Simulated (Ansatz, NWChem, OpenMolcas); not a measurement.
## Cu2 (SMILES [Cu][Cu]): the electronic atomisation energy, rung by rung

Cu2 has 2 atoms, charge 0, and is taken as a singlet. SMILES: `[Cu][Cu]`. Geometry: the measured bond length.

```xyz
2

Cu    0.0000    0.0000    0.0000
Cu    0.0000    0.0000    2.2197
```

Each level gives the electronic atomisation energy (eV). The values are calculated. Electronic energies at fixed atoms, without zero-point motion or spin-orbit coupling.

```json
{"level": "SVWN5/def2-SVPD", "kind": "LDA", "program": "NWChem", "value (eV)": "3.20", "less CCSD(T)/def2-SVPD": "+1.13"}
{"level": "revPBE/def2-SVPD", "kind": "GGA", "program": "OpenMolcas", "value (eV)": "2.58", "less CCSD(T)/def2-SVPD": "+0.51"}
{"level": "M06-L/def2-SVPD", "kind": "meta-GGA", "program": "NWChem", "value (eV)": "2.71", "less CCSD(T)/def2-SVPD": "+0.64"}
{"level": "B3LYP/def2-SVPD", "kind": "global hybrid", "program": "Ansatz", "value (eV)": "2.32", "less CCSD(T)/def2-SVPD": "+0.25"}
{"level": "CAM-B3LYP/def2-SVPD", "kind": "range-separated hybrid", "program": "NWChem", "value (eV)": "5.54", "less CCSD(T)/def2-SVPD": "+3.47"}
{"level": "PBE-QIDH/def2-SVPD", "kind": "double hybrid", "program": "Ansatz", "value (eV)": "1.94", "less CCSD(T)/def2-SVPD": "-0.13"}
{"level": "RPA@PBE/def2-SVPD", "kind": "RPA", "program": "Ansatz", "value (eV)": "1.75", "less CCSD(T)/def2-SVPD": "-0.32"}
{"level": "CCSD(T)/def2-SVPD", "kind": "coupled cluster or CI", "program": "Ansatz", "value (eV)": "2.07", "less CCSD(T)/def2-SVPD": "0.00"}
{"level": "CCSD/def2-SVPD", "kind": "coupled cluster or CI", "program": "Ansatz", "value (eV)": "1.90", "less CCSD(T)/def2-SVPD": "-0.17"}
```

Differences are taken from CCSD(T)/def2-SVPD for orientation; it has basis-set and higher-order errors of its own. The values span 1.75 to 5.54 eV.
